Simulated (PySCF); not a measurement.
Molecule: SMILES CC(C)(C)C1CC1, C7H14.

Numbering as in the mapped SMILES `[CH3:1][C:2]([CH3:3])([CH3:4])[CH:5]1[CH2:6][CH2:7]1`; H(Xn) means a hydrogen on atom n. Ha(C6), Ha(C7) are cis to C2 on the ring; Hb(C6), Hb(C7) are trans to C2 on the ring.

Geometry PBE0-D3(BJ)/def2-SVP throughout; GIAO in PySCF 2.14, gas phase, one conformer, non-relativistic; equivalent atoms averaged; basis pcSseg-1.

Question: How do the absolute shieldings σ depend on the functional? (ppm; last column core-seconds on shared hosts with different chips, so compare them loosely)

Answer: 
```
functional                    kind  C1/C3/C4     C2     C5  C6/C7  H(C1)/H(C3)/H(C4)  Hb(C6)/Hb(C7)  Ha(C6)/Ha(C7)  H(C5)  core-s
        HF            Hartree–Fock     163.3  168.0  173.2  192.2              30.92          31.45          31.54  31.58     9.9
       LDA                     LDA     150.3  147.9  152.4  178.3              29.98          30.49          30.56  30.22      35
       PBE                     GGA     150.3  147.9  153.8  177.2              30.35          30.89          30.94  30.69      45
      BLYP                     GGA     145.0  142.0  148.8  172.6              30.50          31.06          31.11  30.89      45
       KT3                     GGA     154.2  150.6  158.7  179.6              30.48          31.02          31.06  30.87      41
     B3LYP           global hybrid     149.4  148.1  154.3  177.3              30.54          31.10          31.15  30.98      40
      PBE0           global hybrid     155.3  154.9  160.1  182.4              30.45          30.97          31.03  30.85      42
     B97-2           global hybrid     154.8  153.9  160.0  181.5              30.54          31.09          31.13  30.97      20
   LC-wPBE  range-separated hybrid     160.0  161.8  165.1  186.4              30.52          30.99          31.04  30.90      51
```

Question: Which nucleus moves most, in ppm?

Answer: C2 (quaternary sp3 carbon): from 142.0 ppm with BLYP to 168.0 ppm with HF. The smallest spread is 0.94 ppm, at H(C1)/H(C3)/H(C4). Proton shifts span only some 12 ppm, so a few tenths of a ppm matter as much there as several ppm in carbon.
